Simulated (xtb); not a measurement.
C2H7BO2Si, SMILES OB(O)/C=C/[SiH3]. All values are semi-empirical tight-binding results from xtb (GFN2-xTB unless named), good for trends rather than for accurate numbers. Coordinates come from a GFN2-xTB optimisation. The structure was generated by enumeration; whether it is a known compound was not checked. One conformer was computed; it need not be the lowest.

```
Item                                             Value
---------------------------------------  -------------
orbital gap                                    3.69 eV
dipole moment                                   1.46 D
zero-point energy                        55.0 kcal/mol
G − E(el) at 298.15 K (modified RRHO)    34.1 kcal/mol
static polarisability (D4 model)            76.5 bohr³
solvation energy, GFN2-xTB/ALPB(water)   -6.3 kcal/mol
solvation energy, GFN2-xTB/ALPB(ch2cl2)  -5.6 kcal/mol
```
